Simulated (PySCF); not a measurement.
# Computed records: CH9BGeSi, BGeH8NSi

All values are calculated (PySCF 2.14.0). Calculation on a computer-drawn molecule: the log of a Hartree-Fock and frozen-core CCSD(T) single point meant for a local Hartree-Fock minimum, with one planted fault or none, to be diagnosed. Offsets are logged minus clean, where the clean run is the same molecule without the fault. The reference is restricted for singlets and unrestricted otherwise, and also for a bond in bohr or an excited solution. Adding or removing an electron swaps singlet and doublet. The excited solution moves the top pair (singlet) or top alpha electron (doublet) to the lowest empty orbital. Highest occupied and lowest empty are orbital energies over both spins, largest force is the largest gradient component, triples share is (T) over the correlation energy, the T1 limit is 0.02 restricted and 0.045 unrestricted, electrons count all cores, a negative frequency is imaginary (commonest isotopes), and the dipole is about the centre of nuclear charge; on germanium a core potential holds 10 electrons, which the energies leave out, and 3d is frozen in MP2 and coupled-cluster steps.

Common to all runs: meant charge 0; meant multiplicity 1; meant basis cc-pV(D+d)Z; meant basis and core potential on germanium cc-pVDZ-PP ECP10MDF; logged SCF converged yes; possible faults no fault, one electron removed, one electron added, multiplicity raised by two, geometry at a saddle point, SCF held on an excited solution, minimal basis STO-3G, one bond length entered in bohr, all coordinates scaled.

(1) CH9BGeSi

Logged structure:
```xyz
13
CH9BGeSi
Si    -1.3505    -0.9596     0.4434
C     -0.8673     0.8368     0.0485
B     -0.4031     0.9881    -1.4325
Ge    -1.6707     1.5491    -3.0031
H     -0.1942    -1.8659     0.2554
H     -2.4552    -1.4141    -0.4336
H     -1.7982    -1.0365     1.8522
H     -0.0651     1.0669     0.7592
H     -1.7496     1.4345     0.2988
H      0.7391     0.7351    -1.7137
H     -3.1286     1.7547    -2.5587
H     -1.1853     2.8715    -3.6214
H     -1.6679     0.4972    -4.1241
```

```
logged electrons                     : 66
logged basis functions               : 119
logged spin squared                  : 0
logged highest occupied              : -10.569 eV
logged lowest empty                  : 1.7838 eV
logged largest force                 : 1.31e-05 hartree/bohr
logged lowest frequency              : 51.709 cm⁻¹
logged T1 diagnostic                 : 0.011878
logged D1 diagnostic                 : 0.037955
logged triples share                 : 0.026938
logged CC converged                  : yes
logged dipole magnitude              : 1.3715 debye
logged SCF stable within its kind    : yes
logged energy HF                     : -650.08645 hartree
logged energy CCSD(T)                : -650.60639 hartree
planted fault                        : no fault
HF energy offset from clean run      : 0 kcal/mol
CCSD(T) energy offset from clean run : 0 kcal/mol
```

Drawn bonds:
```
atom  other atom  order
   1           2      1
   2           3      1
   3           4      1
   1           5      1
   1           6      1
   1           7      1
   2           8      1
   2           9      1
   3          10      1
   4          11      1
   4          12      1
   4          13      1
```

(2) CH9BGeSi

Logged structure:
```xyz
13
CH9BGeSi
Si    -1.3505    -0.9596     0.4434
C     -0.8673     0.8368     0.0485
B     -0.4031     0.9881    -1.4325
Ge    -1.6707     1.5491    -3.0031
H     -0.1942    -1.8659     0.2554
H     -3.4380    -1.8184    -1.2139
H     -1.7982    -1.0365     1.8522
H     -0.0651     1.0669     0.7592
H     -1.7496     1.4345     0.2988
H      0.7391     0.7351    -1.7137
H     -3.1286     1.7547    -2.5587
H     -1.1853     2.8715    -3.6214
H     -1.6679     0.4972    -4.1241
```

```
logged electrons                     : 66
logged basis functions               : 119
logged spin squared                  : 0.8049
logged highest occupied              : -9.2137 eV
logged lowest empty                  : 1.6117 eV
logged largest force                 : 0.0091224 hartree/bohr
logged T1 diagnostic                 : 0.04598
logged D1 diagnostic                 : 0.22658
logged triples share                 : 0.033154
logged CC converged                  : yes
logged dipole magnitude              : 1.6439 debye
logged SCF stable within its kind    : yes
logged energy HF                     : -649.97246 hartree
logged energy CCSD(T)                : -650.48363 hartree
planted fault                        : one bond length entered in bohr, row 5 of the drawn bonds
HF energy offset from clean run      : 71.53 kcal/mol
CCSD(T) energy offset from clean run : 77.03 kcal/mol
```

Drawn bonds:
```
atom  other atom  order
   1           2      1
   2           3      1
   3           4      1
   1           5      1
   1           6      1
   1           7      1
   2           8      1
   2           9      1
   3          10      1
   4          11      1
   4          12      1
   4          13      1
```

Notes: T1 above single-reference limit.

(3) BGeH8NSi

Logged structure:
```xyz
12
BGeH8NSi
Si     1.6963     1.2052    -0.1355
N      1.2330    -0.2648    -0.9751
B      0.2191    -0.5000    -1.9177
Ge    -1.1202     0.9469    -2.6356
H      0.5864     1.7219     0.6905
H      2.8354     0.8429     0.7356
H      2.1146     2.2550    -1.0863
H      1.7870    -1.0693    -0.7399
H      0.1002    -1.6159    -2.3547
H     -0.9947     1.0715    -4.1629
H     -2.5671     0.5228    -2.3346
H     -0.9259     2.3545    -2.0460
```

```
logged electrons                  : 66
logged basis functions            : 114
logged spin squared               : 0
logged highest occupied           : -4.0746 eV
logged lowest empty               : -3.9377 eV
logged largest force              : 0.069551 hartree/bohr
logged CC converged               : no
logged dipole magnitude           : 1.8066 debye
logged SCF stable within its kind : no
logged energy HF                  : -665.66188 hartree
planted fault                     : SCF held on an excited solution
HF energy offset from clean run   : 305.9 kcal/mol
```

Drawn bonds:
```
atom  other atom  order
   1           2      1
   2           3      1
   3           4      1
   1           5      1
   1           6      1
   1           7      1
   2           8      1
   3           9      1
   4          10      1
   4          11      1
   4          12      1
```

Notes: CCSD not converged.

(4) BGeH8NSi

Structure as in entry 3.

```
logged electrons                     : 67
logged basis functions               : 114
logged spin squared                  : 0.7609
logged highest occupied              : 0.91036 eV
logged lowest empty                  : 7.9898 eV
logged largest force                 : 0.065317 hartree/bohr
logged T1 diagnostic                 : 0.016394
logged D1 diagnostic                 : 0.079698
logged triples share                 : 0.027751
logged CC converged                  : yes
logged dipole magnitude              : 2.7941 debye
logged SCF stable within its kind    : yes
logged energy HF                     : -666.07939 hartree
logged energy CCSD(T)                : -666.63743 hartree
planted fault                        : one electron added
HF energy offset from clean run      : 43.9 kcal/mol
CCSD(T) energy offset from clean run : 31.2 kcal/mol
```

Drawn bonds:
```
atom  other atom  order
   1           2      1
   2           3      1
   3           4      1
   1           5      1
   1           6      1
   1           7      1
   2           8      1
   3           9      1
   4          10      1
   4          11      1
   4          12      1
```

Notes: highest electron not bound in this basis.

(5) BGeH8NSi

Logged structure:
```xyz
12
BGeH8NSi
Si     1.6963     1.2052    -0.1355
N      1.2330    -0.2648    -0.9751
B      0.2191    -0.5000    -1.9177
Ge    -2.3118     2.2341    -3.2743
H      0.5864     1.7219     0.6905
H      2.8354     0.8429     0.7356
H      2.1146     2.2550    -1.0863
H      1.7870    -1.0693    -0.7399
H      0.1002    -1.6159    -2.3547
H     -2.1863     2.3588    -4.8016
H     -3.7588     1.8101    -2.9733
H     -2.1176     3.6418    -2.6847
```

```
logged electrons                     : 66
logged basis functions               : 114
logged spin squared                  : 0.9376
logged highest occupied              : -8.9893 eV
logged lowest empty                  : 1.2014 eV
logged largest force                 : 0.011149 hartree/bohr
logged T1 diagnostic                 : 0.019545
logged D1 diagnostic                 : 0.081943
logged triples share                 : 0.026071
logged CC converged                  : yes
logged dipole magnitude              : 2.234 debye
logged SCF stable within its kind    : yes
logged energy HF                     : -666.05481 hartree
logged energy CCSD(T)                : -666.56594 hartree
planted fault                        : one bond length entered in bohr, row 3 of the drawn bonds
HF energy offset from clean run      : 59.33 kcal/mol
CCSD(T) energy offset from clean run : 76.06 kcal/mol
```

Drawn bonds:
```
atom  other atom  order
   1           2      1
   2           3      1
   3           4      1
   1           5      1
   1           6      1
   1           7      1
   2           8      1
   3           9      1
   4          10      1
   4          11      1
   4          12      1
```
